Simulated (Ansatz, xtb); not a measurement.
Molecule: sum formula ZnOH (charge 0, doublet). The spin state was set by rule; other spins were not relaxed. 
Structure (B3LYP-D3(BJ)/def2-TZVP (Ansatz, a program for electronic structure) minimum search):
```
O
H 1 0.9650
Zn 1 1.8444 2 112.91
```
Charge 0, spin multiplicity 2.

Harmonic wavenumbers from GFN2-xTB (xtb, at its own minimum), cm⁻¹: 368, 531, 3670.

### Question
Give the harmonic wavenumbers at B3LYP-D3(BJ)/def2-TZVP (Ansatz, finite differences of forces, unscaled).

### Answer
551, 718, 3797 cm⁻¹. Zero-point energy 7.2 kcal/mol.

### Question
From these and the geometry, give the ideal-gas thermochemistry at 298.15 K and 1 atm (rigid rotor, harmonic oscillator).

### Answer
Point group Cs, rotational symmetry number 1. Rotational constants 693.7, 10.7, 10.54 GHz. S(trans) 39.14, S(rot) 18.96, S(vib) 0.83, S(elec, spin only) 1.38, S 60.3 cal/(mol K). H(298) - H(0) 2.55 kcal/mol; G - E(el) -8.2 kcal/mol.
